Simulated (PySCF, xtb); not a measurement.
1,3-dibromopropa-1,2-diene (C₃H₂Br₂), SMILES BrC=C=CBr.

GFN2-xTB in xtb at its own geometry gives an orbital gap of 3.87 eV and a dipole moment of 3.00 D.

Geometry: B3LYP-D3(BJ)/def2-SVP.

Q: What does CAM-B3LYP/def2-TZVP in PySCF give? (The exact figures need the calculation; the answer reports its results.)

A: gap 8.56 eV (levels -8.92 and -0.36 eV), dipole 1.36 D.
